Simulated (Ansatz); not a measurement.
Consider the ligand exchange at a Ge–C bond: `NB(F)[CH2][GeH3]` + `C=N` → `C=[N][GeH3]` + `CB(N)F`.

Computed with Ansatz on PBE0-D4/def2-TZVP structures; ΔE is electronic, products minus reactants. CCSD(T)/CBS adds triple-zeta CCSD(T) − MP2 to the extrapolated MP2 energy (def2 sets, frozen cores). This one scheme is used for every species. DFT in def2-TZVPP. For Ge outer-core shells are correlated without core-valence functions, which leaves a few kJ/mol of doubt a bond. Scalar relativity is left out up to krypton. Each species was taken in one conformer, which may not be the lowest.

`NB(F)[CH2][GeH3]`:

Z-matrix (Å, degrees):
```
C
Ge 1 1.965
B 1 1.561 2 111.3
H 1 1.092 2 106.9 3 -123.7
H 1 1.093 2 106.5 3 120.7
H 2 1.540 1 109.7 3 64.7
H 2 1.537 1 110.6 3 -55.4
H 2 1.540 1 110.1 3 -175.8
F 3 1.347 1 118.7 2 81.7
N 3 1.398 1 124.3 2 -96.5
H 10 1.003 3 123.2 1 -1.8
H 10 1.006 3 122.2 1 177.6
```

`C=N`:

Z-matrix (Å, degrees):
```
C
N 1 1.261
H 1 1.096 2 124.9
H 1 1.092 2 118.8 3 -180.0
H 2 1.021 1 111.0 3 -0.0
```

`C=[N][GeH3]`:

Cartesian coordinates in Å:
```
C 1.299 -0.652 -0.476
N 0.648 -0.421 0.576
Ge -0.979 0.479 0.463
H 0.985 -0.362 -1.492
H 2.257 -1.182 -0.415
H -1.295 0.826 -1.010
H -0.858 1.755 1.307
H -2.057 -0.444 1.047
```

`CB(N)F`:

```xyz
9

C     0.790   -0.614   -0.648
B    -0.410    0.292   -0.210
N    -0.731    0.594    1.115
F    -1.199    0.824   -1.164
H     0.427   -1.468   -1.228
H     1.379   -0.998    0.187
H     1.461   -0.058   -1.310
H    -1.510    1.180    1.361
H    -0.206    0.247    1.896
```

Is it downhill or uphill in electronic energy at CCSD(T)/CBS, and by how much? (Estimate.)

Ansatz gave: Downhill: ΔE = -3.0 kJ/mol.

What do these levels give: PBE-D4, r2SCAN-D4, r2SCAN, HF/def2-TZVPP, HF/def2-QZVPP, CCSD/CBS(def2)? (Estimate.)

Computed: PBE-D4 -6.1, r2SCAN-D4 -8.0, r2SCAN -8.7, HF/def2-TZVPP -14.2, HF/def2-QZVPP -15.1, CCSD/CBS(def2) -3.2 kJ/mol.

Largest T1 diagnostic among the species: 0.013.

In def2-TZVPP, CCSD(T) changes the Hartree–Fock value by +10.7 kJ/mol (the triples alone add +0.2 kJ/mol) and MP2 by +8.8 kJ/mol.
